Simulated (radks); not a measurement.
The numbers below are computed, except where a source is named.
Q: Coherent X-ray form factor from a spherical all-electron density. Level of theory: non-relativistic Kohn-Sham, LDA (Slater exchange, Perdew-Wang correlation), spin-unpolarised, spherical densities, point nucleus (a radial shooting solver on a logarithmic mesh with Libxc functionals).

sin(theta)/lambda (1/angstrom)  f0 (electrons)
0.05                                    45.907
0.1                                     45.630
0.15                                    45.175
0.2                                     44.549
0.25                                    43.766
0.3                                     42.838
0.4                                     40.619
0.5                                     38.042
0.6                                     35.265
0.8                                     29.695
1                                       24.816
1.25                                    20.257
1.5                                     17.250
2                                       13.610

The species is in the configuration that NIST lists as its ground one. Which atom or ion scatters so?

A: The tungsten ion W28+, [Kr] 4d10. Extrapolating in s^2 from the first two rows gives f0(0) = 46.0, near the electron count 46; among species with that count, the fall with angle is slower the higher Z, and the table is that of Z = 74; from so few rows the species is fixed only to a neighbour or two.
